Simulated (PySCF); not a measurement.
C10H8OS, SMILES c1c(cccc1)Oc1sccc1, GFN2-xTB optimised geometry.

```
20

C     -0.70    -3.54     0.00
C     -1.38    -2.34    -0.01
C     -0.70    -1.14    -0.02
C      0.69    -1.14     0.00
O      1.45     0.00    -0.04
C      0.95     1.17     0.41
C      1.14     2.39    -0.17
C      0.60     3.44     0.60
C      0.02     3.02     1.75
S      0.12     1.31     1.94
C      1.38    -2.35     0.00
C      0.69    -3.54     0.00
H     -1.24    -4.47     0.00
H     -2.46    -2.33    -0.02
H     -1.24    -0.20    -0.04
H      1.63     2.52    -1.11
H      0.64     4.47     0.30
H     -0.48     3.59     2.50
H      2.46    -2.33     0.00
H      1.23    -4.47     0.00
```

Density from CAM-B3LYP/def2-SVP run with PySCF at that geometry.

Minimum of the electron density along straight lines between bonded atoms, close to the bond critical point (lines longer than 1.1 times the sum of covalent radii, or with two minima, are not listed):

```json
[
 {"bond": "C1–C2", "length / Å": "1.384", "ρ at the minimum / e bohr⁻³": "0.315", "∇²ρ there / e bohr⁻⁵": "-0.82", "position (fraction from the first atom)": "0.50"},
 {"bond": "C2–C3", "length / Å": "1.384", "ρ at the minimum / e bohr⁻³": "0.313", "∇²ρ there / e bohr⁻⁵": "-0.81", "position (fraction from the first atom)": "0.50"},
 {"bond": "C3–C4", "length / Å": "1.388", "ρ at the minimum / e bohr⁻³": "0.314", "∇²ρ there / e bohr⁻⁵": "-0.82", "position (fraction from the first atom)": "0.48"},
 {"bond": "C4–O5", "length / Å": "1.377", "ρ at the minimum / e bohr⁻³": "0.270", "∇²ρ there / e bohr⁻⁵": "-0.26", "position (fraction from the first atom)": "0.33"},
 {"bond": "O5–C6", "length / Å": "1.348", "ρ at the minimum / e bohr⁻³": "0.291", "∇²ρ there / e bohr⁻⁵": "?", "position (fraction from the first atom)": "0.67"},
 {"bond": "C6–C7", "length / Å": "1.360", "ρ at the minimum / e bohr⁻³": "0.326", "∇²ρ there / e bohr⁻⁵": "-0.85", "position (fraction from the first atom)": "0.53"},
 {"bond": "C7–C8", "length / Å": "1.414", "ρ at the minimum / e bohr⁻³": "0.297", "∇²ρ there / e bohr⁻⁵": "?", "position (fraction from the first atom)": "0.50"},
 {"bond": "C8–C9", "length / Å": "1.354", "ρ at the minimum / e bohr⁻³": "0.328", "∇²ρ there / e bohr⁻⁵": "-0.84", "position (fraction from the first atom)": "0.49"},
 {"bond": "C6–S10", "length / Å": "1.749", "ρ at the minimum / e bohr⁻³": "0.208", "∇²ρ there / e bohr⁻⁵": "-0.45", "position (fraction from the first atom)": "0.48"},
 {"bond": "C9–S10", "length / Å": "1.725", "ρ at the minimum / e bohr⁻³": "0.216", "∇²ρ there / e bohr⁻⁵": "-0.47", "position (fraction from the first atom)": "0.46"},
 {"bond": "C4–C11", "length / Å": "1.391", "ρ at the minimum / e bohr⁻³": "0.315", "∇²ρ there / e bohr⁻⁵": "-0.83", "position (fraction from the first atom)": "0.52"},
 {"bond": "C1–C12", "length / Å": "1.386", "ρ at the minimum / e bohr⁻³": "0.314", "∇²ρ there / e bohr⁻⁵": "-0.82", "position (fraction from the first atom)": "0.50"},
 {"bond": "C11–C12", "length / Å": "1.381", "ρ at the minimum / e bohr⁻³": "0.315", "∇²ρ there / e bohr⁻⁵": "-0.82", "position (fraction from the first atom)": "0.50"},
 {"bond": "C1–H13", "length / Å": "1.079", "ρ at the minimum / e bohr⁻³": "0.284", "∇²ρ there / e bohr⁻⁵": "-1.09", "position (fraction from the first atom)": "0.63"},
 {"bond": "C2–H14", "length / Å": "1.080", "ρ at the minimum / e bohr⁻³": "0.284", "∇²ρ there / e bohr⁻⁵": "-1.10", "position (fraction from the first atom)": "0.64"},
 {"bond": "C3–H15", "length / Å": "1.080", "ρ at the minimum / e bohr⁻³": "0.284", "∇²ρ there / e bohr⁻⁵": "-1.10", "position (fraction from the first atom)": "0.64"},
 {"bond": "C7–H16", "length / Å": "1.074", "ρ at the minimum / e bohr⁻³": "0.284", "∇²ρ there / e bohr⁻⁵": "-1.10", "position (fraction from the first atom)": "0.64"},
 {"bond": "C8–H17", "length / Å": "1.075", "ρ at the minimum / e bohr⁻³": "0.285", "∇²ρ there / e bohr⁻⁵": "-1.11", "position (fraction from the first atom)": "0.64"},
 {"bond": "C9–H18", "length / Å": "1.071", "ρ at the minimum / e bohr⁻³": "0.286", "∇²ρ there / e bohr⁻⁵": "-1.13", "position (fraction from the first atom)": "0.65"},
 {"bond": "C11–H19", "length / Å": "1.079", "ρ at the minimum / e bohr⁻³": "0.284", "∇²ρ there / e bohr⁻⁵": "-1.10", "position (fraction from the first atom)": "0.64"},
 {"bond": "C12–H20", "length / Å": "1.080", "ρ at the minimum / e bohr⁻³": "0.284", "∇²ρ there / e bohr⁻⁵": "-1.10", "position (fraction from the first atom)": "0.64"}
]
```

Problem. Some entries are withheld; supply them.

Solution. 
- O5–C6, ∇²ρ there / e bohr⁻⁵: -0.24
- C7–C8, ∇²ρ there / e bohr⁻⁵: -0.74
